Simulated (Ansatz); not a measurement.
C₂H₁₂OSi₃, SMILES O[Si@@H]([SiH3])CC[SiH3].

The structure is a stationary point at PBE0-D3(BJ)/def2-SVP. The structure was generated by enumeration; whether it is a known compound was not checked. One conformer was computed; it need not be the lowest.

Two levels are set side by side: PBE/def2-SVPD (Ansatz, an electronic-structure program) and PBE0/def2-SVPD (Ansatz). Energy differences of separate SCF runs at the same geometry; the states with an electron removed or added have multiplicity 2 and 2. Differences are taken from unrounded values.

| quantity | PBE0 |
|---|---|
| vertical ionisation energy (eV) | 9.46 |
| vertical singlet–triplet gap (eV) | 5.84 |

Problem. What does PBE give, and how far is it from PBE0? (The exact figures need the calculation; the answer reports its results.)

Solution. 
```csv
quantity,PBE,PBE minus PBE0
vertical ionisation energy (eV),9.05,-0.41
vertical singlet–triplet gap (eV),5.40,-0.44
```
